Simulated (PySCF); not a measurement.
# Fractional electron number in Zr²⁺ (zirconium, charge +2)

The 4d alpha orbital of [Kr] 4d2 is emptied in steps (occupation f), with all orbitals relaxed, ending at [Kr] 4d1. All numbers are calculated (PySCF 2.14, scalar relativity through the core potential, in def2-TZVPPD with the def2 core potential (28 electrons) (6s4p3d2f1g, 56 functions)). The exact energy is a straight line in f; departures are measured from the line between the end points of the same method.

| f | PBE0 (eV) | r2SCAN (eV) | LC-wPBE (eV) |
| --- | --- | --- | --- |
| 1 | 0.000 | 0.000 | 0.000 |
| 0.9 | -0.337 | -0.440 | -0.083 |
| 0.7 | -0.788 | -1.029 | -0.193 |
| 0.5 | -0.939 | -1.224 | -0.229 |
| 0.3 | -0.789 | -1.026 | -0.190 |
| 0.1 | -0.338 | -0.438 | -0.081 |
| 0 | 0.000 | 0.000 | 0.000 |

**Question.** For r2SCAN, how does the orbital energy at f = 1 compare with the removal energy?

**Answer.** −ε = 18.436 eV against a total-energy difference of 23.321 eV. By Janak's theorem ε = ∂E/∂f, so the gap between them reflects the curvature. Along the path −ε is 19.403 (f = 0.9), 21.358 (f = 0.7), 23.328 (f = 0.5), 25.292 (f = 0.3), 27.228 (f = 0.1) eV.

```tsv
method	E(f=0) − E(f=1) (eV)	−ε at f=1 (eV)	−ε at f=0.5 (eV)
PBE0	23.310	19.570	23.307
r2SCAN	23.321	18.436	23.328
LC-wPBE	23.205	22.280	23.213
```

Reference removal energy between the ground levels: 23.170 eV (semi-empirical (NIST evaluation); NIST Atomic Spectra Database, ionization energies). The calculation has no spin-orbit coupling.
